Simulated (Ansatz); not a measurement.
A search over several starts for the lowest SCF solution of the cluster Fe₂Pt at the given spin, in a small basis.

```yaml
crystal:
  periodic: [false, false, false]
  atoms:
    - {symbol: Fe, position_ang: [0.270737, 0.041604, -1.273330]}
    - {symbol: Fe, position_ang: [1.011090, 0.237351, 0.821320]}
    - {symbol: Pt, position_ang: [-1.281828, -0.278956, 0.452011]}
basis:
  gaussian: {orbitals: def2-SVP, initial_orbitals: start.molden}
magnetization: {spin_polarized: true, initial_magnetization: 4}
hamiltonian: {xc: pbe0, dispersion: d4}
output: {orbitals: {seedname: orbitals}}
```

The file start.molden holds the orbitals of an earlier run on this structure, at another level or in another basis.

```sh
$ ansatz run in.yaml --threads 4 --pin off --events-out ev --progress --plain --max-ram 3916MiB
```

It prints (some lines left out):

```
Functional definition: PBE0
996 factors; integrals over basis functions are off by at most 7.0e-4 eV
mean field evaluation 1: about -71997.0254 eV, gradient 1.5e1 eV
mean field evaluation 2: about -71997.6593 eV, gradient 1.1e0 eV
mean field evaluation 4: about -71997.7734 eV, gradient 6.7e-1 eV
mean field evaluation 8: about -71997.9492 eV, gradient 1.5e-1 eV
mean field evaluation 16: about -71997.9584 eV, gradient 9.3e-3 eV
mean field evaluation 32: about -71997.9584 eV, gradient 1.4e-4 eV
mean field evaluation 64: about -71997.0829 eV, gradient 1.5e0 eV
mean field evaluation 96: about -71986.9988 eV, gradient 2.6e1 eV
mean field evaluation 128: about -71978.8314 eV, gradient 2.9e1 eV
mean field evaluation 160: about -71971.2990 eV, gradient 2.7e1 eV
mean field evaluation 192: about -71985.5278 eV, gradient 2.7e1 eV
mean field evaluation 224: about -71971.0565 eV, gradient 2.9e1 eV
mean field evaluation 256: about -71984.2560 eV, gradient 2.6e1 eV
mean field evaluation 288: about -71977.1286 eV, gradient 2.7e1 eV
mean field evaluation 320: about -71982.2148 eV, gradient 2.8e1 eV
mean field evaluation 352: about -71986.9482 eV, gradient 2.8e1 eV
mean field evaluation 384: about -71975.0848 eV, gradient 3.0e1 eV
mean field evaluation 416: about -71980.8050 eV, gradient 2.7e1 eV
mean field evaluation 448: about -71997.6271 eV, gradient 3.8e-1 eV
mean field evaluation 480: about -71997.3647 eV, gradient 8.8e-1 eV
mean field evaluation 512: about -71997.9785 eV, gradient 4.1e-3 eV
mean field evaluation 544: about -71996.6165 eV, gradient 2.4e-1 eV
mean field evaluation 576: about -71996.6557 eV, gradient 5.0e-1 eV
mean field evaluation 608: about -71942.8655 eV, gradient 1.2e2 eV
mean field evaluation 640: about -71997.8840 eV, gradient 6.6e-1 eV
mean field evaluation 672: about -71997.2817 eV, gradient 2.8e0 eV
mean field evaluation 704: about -71997.9610 eV, gradient 1.4e-3 eV
mean field evaluation 736: about -71996.9294 eV, gradient 1.9e-1 eV
mean field evaluation 768: about -71995.5424 eV, gradient 6.9e0 eV
mean field evaluation 800: about -71997.6040 eV, gradient 1.6e-1 eV
mean field evaluation 832: about -71997.6961 eV, gradient 5.7e-2 eV
mean field evaluation 864: about -71997.5968 eV, gradient 1.0e1 eV
mean field evaluation 896: about -71997.5226 eV, gradient 1.5e0 eV
mean field evaluation 928: about -71997.6991 eV, gradient 1.3e-5 eV
mean field evaluation 960: about -71997.9393 eV, gradient 6.3e-2 eV
mean field evaluation 992: about -71997.9772 eV, gradient 1.0e-2 eV
mean field evaluation 1024: about -71997.5083 eV, gradient 1.5e0 eV
mean field evaluation 1056: about -71997.9620 eV, gradient 9.9e-3 eV
mean field -71997.97845960 eV, -2645.8769064075 hartree, gradient 2.4e-6 eV, S^2 8.010787; 25 other end points of the search recorded, 0 dependent functions left out
reference -71997.97849013 eV, -2645.8769075298 hartree; 37, 33 occupied and 57, 61 virtual orbitals, 996 factors
Total energy: -71998.06604607 eV, -2645.8801251510 hartree
```

Hardware: 4 threads of Arm Neoverse V2 on a shared host. Wall time 4.1 min, peak host memory 0.56 GiB.

Other converged states that the search met: 0.02 eV higher (⟨S²⟩ = 7.97), 0.02 eV higher (⟨S²⟩ = 7.99), 0.02 eV higher (⟨S²⟩ = 8.04), 0.02 eV higher (⟨S²⟩ = 8.05), 0.06 eV higher (⟨S²⟩ = 8.01), 0.25 eV higher (⟨S²⟩ = 8.82).

In the def2 sets Pt takes a core potential; there is no spin–orbit coupling. The charge 0 quintet is spin-contaminated (final ⟨S²⟩ up to 8.01, 6.00 for a pure state). The geometry of the quintet was relaxed on an unsound state (⟨S²⟩ 7.89, where a pure state has 6.00). At PBE0-D4/def2-TZVP a triplet of charge 0 lies 1.43 eV below the quintet, each at its own geometry. That triplet is doubtful there (⟨S²⟩ 5.49, where a pure state has 2.00). The structure comes from a short search, and lower isomers may exist.
